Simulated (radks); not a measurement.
Results of a calculation; reference values are marked as such.
The zinc ion Zn+, configuration [Ar] 3d10 4s1. Code: a radial shooting solver on a logarithmic mesh with Libxc functionals. Model: Dirac Kohn-Sham, RPBE, spin-unpolarised, spherical densities, finite nucleus; Fermi nuclear charge, rms radius 3.9283 fm. Some entries of the table are withheld. Estimate them.

orbital,occ.,eigenvalue (hartree),<r^2> (bohr^2),r(max) (bohr)
1s1/2,2,-350.3585,0.003404,0.03290
2s1/2,2,-42.90551,0.06027,0.1893
2p1/2,2,(1),0.04716,0.1502
2p3/2,4,(2),0.04868,0.1530
3s1/2,2,-5.10416,0.5364,0.5883
3p1/2,2,(3),(4),0.5873
3p3/2,4,(5),(6),0.5955
3d3/2,4,-0.72997,1.063,0.5656
3d5/2,6,-0.71678,1.082,0.5686
4s1/2,1,-0.50793,(7),1.988

Answer. 
(1) 2p1/2 eigenvalue (hartree): -37.81555
(2) 2p3/2 eigenvalue (hartree): -36.93833
(3) 3p1/2 eigenvalue (hartree): -3.49374
(4) 3p1/2 <r^2> (bohr^2): 0.5899
(5) 3p3/2 eigenvalue (hartree): -3.38152
(6) 3p3/2 <r^2> (bohr^2): 0.6080
(7) 4s1/2 <r^2> (bohr^2): 6.759
